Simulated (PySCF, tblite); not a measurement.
Compound: C₂H₁₃NOSi₄.
Geometry (GFN2-xTB, Å), atoms numbered from 1 in this order:
```xyz
21
C2H13NOSi4 angstrom
C     -0.1895    2.7338    0.8519
Si    -0.5310    1.8995   -0.8208
Si    -0.1264   -0.3889   -0.6692
N     -1.6039   -1.1555   -0.1253
Si    -1.9359   -2.8109    0.2483
Si     1.5581   -1.0112    0.7955
C      2.8981    0.2736    0.3106
O      2.6166    1.2599   -0.3316
H      0.8661    2.6696    1.0972
H     -0.4563    3.7862    0.8320
H     -0.7496    2.2678    1.6586
H      0.2740    2.5494   -1.8567
H     -1.9392    2.2008   -1.1666
H      0.2042   -0.9833   -1.9937
H     -2.4343   -0.6166   -0.3121
H     -2.0714   -3.6388   -0.9554
H     -3.1911   -2.8090    0.9990
H     -0.8049   -3.2776    1.0509
H      1.3794   -0.7575    2.2353
H      2.2730   -2.2984    0.7656
H      3.9550    0.1243    0.6143
```

The calculation used PBE0/pcSseg-1 in PySCF (dipole) on a GFN2-xTB geometry, gas phase.

Masses are those of the commonest isotopes; rigid-rotor values at the optimised geometry. The values belong to one conformer with, in the numbering `[CH3:1][SiH2:2][Si@H:3]([NH:4][SiH3:5])[SiH2:6][CH:7]=[O:8]`, C1–Si2–Si3–N4 88°, Si2–Si3–N4–Si5 -177°, Si2–Si3–Si6–C7 -45°, Si3–Si6–C7–O8 16°.

(1) What are A, B and C (MHz)?

(2) Classify the top.

(3) Is it planar, by Δ = Ic − Ia − Ib?

(4) Give the other two planar moments, Paa and Pbb, and the rms extents of the mass along the axes.

(5) Predict some low-J microwave lines.

(6) Estimate the classical rotational partition function at 10 K, 100 K and 298.15 K.

## Answers

(1) Ia = 422.33, Ib = 769.97, Ic = 1055.58 u·Å²; 505379 MHz·u·Å²/I gives A = 1197, B = 656.4, C = 478.8 MHz.

(2) An asymmetric top. Ray's parameter κ = (2B − A − C)/(A − C) = -0.505; −1 is the prolate and +1 the oblate limit.

(3) Not planar: Δ = Ic − Ia − Ib = -136.72 u·Å². For a rigid frame Δ = −2 Σ m c², so Σ m c² = 68.36 u·Å² lies off the ab plane: 22.19 from hydrogen and 46.18 from heavier atoms. The atom farthest from that plane is 2.18 Å away.

(4) Paa = Σ m a² = (Ib + Ic − Ia)/2 = 701.61 and Pbb = Σ m b² = (Ia + Ic − Ib)/2 = 353.97 u·Å². With the mass M = 179.01 u, the rms extents √(P/M) along a, b and c are 1.98, 1.41, 0.62 Å.

(5) The dipole components are |μa| = 1.19 D, |μb| = 0.51 D, |μc| = 0.99 D. Intensities carry the squares of the components, which stand as 1.00 : 0.18 : 0.69 (a : b : c). Some lines, for components of 0.1 D or more:

```csv
type,branch,"J(Ka,Kc)",MHz,lower level (cm⁻¹)
b,Q,"5(3,2) ← 5(2,3)",2585,0.680
c,R,"2(1,1) ← 1(0,1)",3166,0.038
a,R,"3(2,2) ← 2(2,1)",3405,0.198
b,Q,"5(3,3) ← 5(2,4)",3423,0.648
a,R,"3(2,1) ← 2(2,0)",3544,0.199
a,R,"4(1,4) ← 3(1,3)",4124,0.230
c,Q,"5(4,2) ← 5(3,2)",4219,0.767
a,R,"4(1,3) ← 3(1,2)",4805,0.265
b,R,"5(1,5) ← 4(0,4)",5248,0.363
b,R,"3(2,1) ← 2(1,2)",5735,0.126
a,R,"5(4,2) ← 4(4,1)",5758,0.715
b,R,"4(3,2) ← 3(2,1)",7593,0.317
c,R,"4(3,2) ← 3(2,2)",7769,0.311
b,R,"5(3,2) ← 4(2,3)",9145,0.462
```

(6) Point group C1, symmetry number σ = 1; q = (√π/σ)·√((kT/h)³/(ABC)), k/h = 20836.6 MHz/K: 8690 at 10 K, 275000 at 100 K, 1420000 at 298.15 K.

Its GFN2-xTB frequencies are all real (lowest 24 cm⁻¹). No vibrational averaging or centrifugal distortion is included, and the geometry carries the error of its method. A rigid rotor knows nothing of inversion at nitrogen or internal rotation, which can split or shift real lines. Quadrupole hyperfine structure (14N) is left out.
